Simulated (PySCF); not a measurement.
Computed properties of In(H)(SH)2 (H3InS2), SMILES [SH][InH][SH]

In(H)(SH)2 (H3InS2), SMILES [SH][InH][SH]. Geometry optimised at B3LYP-D3(BJ)/def2-SVP. The def2 effective core potentials stand for the cores of In; spin–orbit coupling is left out. One conformer was computed; it need not be the lowest. All values are computed for the isolated molecule unless a solvent is named; none is compared with measurement here.

**Structure.** The optimised structure has C2v symmetry. All 12 harmonic modes at B3LYP-D3(BJ)/def2-SVP (PySCF) are real, so it is a minimum. With heavy atoms numbered as in [InH:1]([SH:3])[SH:5], the shortest bond between them is In1–S3 at 2.422 Å and the longest In1–S5 at 2.422 Å.

**Vibrations.** The strongest infrared lines (harmonic, unscaled, degenerate partners summed) lie at 1789 cm⁻¹ (173 km/mol, H 99 %), 454 cm⁻¹ (116 km/mol, H 98 %), 351 cm⁻¹ (73 km/mol, S 68 %, In 29 %). The softest mode is at 86 cm⁻¹ and the zero-point energy is 15.0 kcal/mol.

**Electronic structure.** M06-2X/def2-TZVPD (PySCF) places the frontier levels at -8.51 and -1.12 eV, a gap of 7.39 eV, and gives a dipole moment of 2.65 D and a mean polarisability of 85.6 bohr³.

**Excitations.** TDDFT-PBE0/def2-SVPD (PySCF) has S1 at 4.69 eV (264 nm, f = 0.000, dark); the most intense of the 10 singlets computed lies at 6.56 eV (f = 0.49). T1 (TDA) is at 4.34 eV. No vertical singlet excitation falls in the visible range (under 3.1 eV).
